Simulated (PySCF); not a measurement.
## Radial density of Ar (argon, neutral)

revPBE, [Ar], closed-shell 1S. Computed with PySCF 2.14 in aug-cc-pV(5+d)Z, with the non-relativistic Hamiltonian (point nucleus).

```csv
r (bohr),4πr²ρ (e/bohr)
0.00133,0.08177
0.00224,0.2239
0.00377,0.5996
0.00634,1.546
0.0107,3.745
0.0179,8.161
0.0302,14.92
0.0508,20.50
0.0854,18.68
0.144,14.51
0.242,19.85
0.406,16.77
0.683,5.112
1.15,5.718
1.93,3.217
3.25,0.4019
5.47,0.009694
9.20,2.349e-05
```
